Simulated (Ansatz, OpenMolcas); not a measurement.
# How methods differ on CH4ClGe (SMILES [CH3][GeH][Cl])

CH4ClGe: 7 atoms, total charge 0, spin state doublet. SMILES: `[CH3][GeH][Cl]`. The shape is that of a PBE0-D4/def2-TZVP optimisation.

Each level gives the vertical ionisation energy (to the singlet cation) (eV). The values are calculated.

| level | kind | program | value (eV) | less CCSD(T)/def2-SVP |
| --- | --- | --- | --- | --- |
| USVWN5/def2-SVP | LDA | OpenMolcas | 8.20 | +0.06 |
| UPBE/def2-SVP | GGA | OpenMolcas | 8.15 | +0.01 |
| UTPSS/def2-SVP | meta-GGA | OpenMolcas | 8.27 | +0.13 |
| U-r2SCAN0/def2-SVP | hybrid meta-GGA | Ansatz | 8.62 | +0.48 |
| UHSE06/def2-SVP | range-separated hybrid | Ansatz | 8.40 | +0.26 |
| UB2PLYP/def2-SVP | double hybrid | Ansatz | 8.24 | +0.10 |
| RPA@PBE/def2-SVP | RPA | Ansatz | 8.16 | +0.02 |
| UCCSD(T)/def2-SVP | coupled cluster or CI | Ansatz | 8.14 | 0.00 |

UCCSD(T)/def2-SVP is the highest level here, not the true value. All-electron rows without a relativistic Hamiltonian named are non-relativistic. The values span 8.14 to 8.62 eV. In the correlated wave-function rows the outer d shell of Ge is correlated, in sets not made for it.
